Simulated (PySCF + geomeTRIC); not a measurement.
Species: [W(NH2)6] (charge 0, multiplicity 1).

Q: Give a relaxed geometry from PySCF + geomeTRIC with BP86-D3(BJ)/def2-SVP.

A: One answer among several that fit: the end point of this relaxation, one of several conformers.
Z-matrix (Å, degrees):
```
W
N 1 2.0165
H 2 1.0244 1 122.69
H 2 1.0252 3 110.86 1 -166.42
N 1 2.0165 2 112.92 3 83.11
H 5 1.0244 1 122.67 2 83.09
H 5 1.0252 6 110.86 1 -166.45
N 1 2.0167 2 154.38 3 -136.93
H 8 1.0244 1 122.69 2 -136.88
H 8 1.0252 9 110.85 1 -166.24
N 1 2.0167 2 87.36 3 -80.71
H 11 1.0244 1 122.66 2 6.70
H 11 1.0252 12 110.86 1 -166.21
N 1 2.0167 2 87.35 3 6.73
H 14 1.0244 1 122.71 2 -80.70
H 14 1.0253 15 110.86 1 -166.33
N 1 2.0168 2 78.54 3 165.26
H 17 1.0244 1 122.68 2 165.21
H 17 1.0253 18 110.86 1 -166.36
```
